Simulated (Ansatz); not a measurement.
Start from `N=C1O[SiH]1O` and change one atom or group to get `CO[SiH]1OC1=N`.

Ansatz, PBE0-D4/def2-TZVP geometries, multiplicity 1. Each molecule was computed in one conformer, which needn't be the lowest.

```csv
property,`N=C1O[SiH]1O`
HOMO energy (ωB97M-V/def2-TZVPP) / eV,-9.80
HOMO–LUMO gap (PBE/def2-TZVPP) / eV,4.63
HOMO–LUMO gap (B3LYP/def2-TZVPP) / eV,6.52
size of the dipole moment (B3LYP/def2-TZVPP) / D,2.04
size of the dipole moment (ωB97M-V/def2-TZVPP) / D,2.08
HOMO energy (PBE/def2-TZVPP) / eV,-6.16
```

Q: Give the same properties after the change, and the shifts. (An estimate is asked.)

A: Computed: 
```
                                          property  `CO[SiH]1OC1=N`  shift
             HOMO energy (ωB97M-V/def2-TZVPP) / eV            -9.71   0.09
               HOMO–LUMO gap (PBE/def2-TZVPP) / eV             4.68   0.05
             HOMO–LUMO gap (B3LYP/def2-TZVPP) / eV             6.60   0.08
  size of the dipole moment (B3LYP/def2-TZVPP) / D             2.43   0.39
size of the dipole moment (ωB97M-V/def2-TZVPP) / D             2.46   0.38
                 HOMO energy (PBE/def2-TZVPP) / eV            -6.08   0.08
```

With PBE0 the HOMO rises by 0.09 eV and the LUMO rises by 0.15 eV, so the gap widens by about 0.06 eV. PBE moves the HOMO by 0.08 eV and ωB97M-V by 0.09 eV. Dipoles are sizes alone; their direction can turn.

B3LYP here is the variant with VWN-RPA as its local correlation; programs differ in this.
